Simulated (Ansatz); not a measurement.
ClGeI$_{3}$ (`[Cl][Ge]([I])([I])[I]`), relaxed with RKS PBE0-D4/def2-TZVP in the Gaussian-basis code of Ansatz from a PBE-D4/def2-SVP geometry. The force threshold is 0.005 eV/Å; the program also tests the step.

Charge 0, multiplicity 1. I takes the def2 core potential.

Start:

```xyz
5

Cl    0.119    1.860   -1.202
Ge    0.002    0.040   -0.026
I    -1.950   -1.333   -0.862
I     2.165   -1.240   -0.310
I    -0.337    0.673    2.399
```

(1) By how much does the energy fall, and how many steps does the optimiser take? (Estimate.)

(2) Which bonds change most? (Estimate.)

(3) Give the relaxed structure. (Estimate.)

## Answers

(1) Computed: 0.03 eV, in 4 steps, 1 of them rejected.

(2) The calculation gave: Ge2–I5 from 2.529 to 2.495 Å; Ge2–I4 from 2.529 to 2.495 Å; Ge2–I3 from 2.529 to 2.495 Å; Cl1–Ge2 from 2.171 to 2.139 Å.

(3) Computed: 
```xyz
5

Cl    0.117    1.831   -1.183
Ge    0.002    0.036   -0.023
I    -1.925   -1.313   -0.853
I     2.138   -1.221   -0.308
I    -0.332    0.667    2.367
```
